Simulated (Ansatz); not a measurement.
The same path of C2H10BN (14 atoms, charge 0, multiplicity 1) was run twice with different band settings. Lost on the way: B1–H2, N8–H14. Made: H2–H14.

Level of theory: RKS B3LYP/6-31G* (Ansatz).

Relaxed end points:

```xyz
14
Properties=species:S:1:pos:R:3
B 0.052 0.136 0.082
H 0.058 -0.602 1.050
C 1.424 0.104 -0.770
H 1.572 -0.910 -1.168
H 1.445 0.774 -1.644
H 2.324 0.325 -0.172
H -0.965 0.025 -0.577
N -0.111 1.645 0.789
H 0.722 1.822 1.353
C -0.335 2.778 -0.143
H -1.233 2.562 -0.724
H -0.453 3.726 0.393
H 0.515 2.841 -0.823
H -0.890 1.581 1.444
```

```xyz
14
Properties=species:S:1:pos:R:3
B 0.423 0.800 -0.964
H -0.761 0.260 2.925
C 1.608 -0.246 -0.939
H 1.224 -1.259 -0.752
H 2.101 -0.293 -1.920
H 2.381 -0.038 -0.188
H -0.484 0.694 -1.746
N 0.382 1.890 -0.089
H 1.140 2.016 0.574
C -0.632 2.932 -0.020
H -1.404 2.724 -0.764
H -1.107 2.970 0.969
H -0.209 3.924 -0.232
H -0.536 0.432 2.237
```

Common settings: movable images 5; climbing image yes; spring 5.0 eV/Å²; optimiser quadratic models (default); force threshold 0.03 eV/Å; iteration limit 60; end points relaxed.

| run | start path |
| --- | --- |
| 1 | through a guess of the saddle point |
| 2 | straight line |

**Question.** What does each run give, and how far can it be trusted?

**Answer.** Run 1: converged after 40 iterations, highest image 1.772 eV above the first end. The profile has 2 maxima (images 1, 3) with wells between them (image 2): this band takes more than one step, which may be the mechanism or a detour left from its start path. A structure lower than the first end lies on the path between it and the top, so the climb from that side starts below the end, which may itself be a saddle point or a shallow side well. Neighbouring images differ by up to 1.8 eV, so the band resolves the path poorly. A vibrational analysis at the climbing image gives one clearly imaginary mode, 1448i cm⁻¹: a first-order saddle point.
Run 2: converged after 50 iterations, highest image 1.772 eV above the first end. Neighbouring images differ by up to 1.8 eV, so the band resolves the path poorly. Another band between the same ends (5 images) ends at a top of the same energy, where a vibrational analysis finds 1 clearly imaginary mode.
The orbitals stay closed-shell, which can raise the energy where a bond breaks towards radicals; this wasn't checked here.
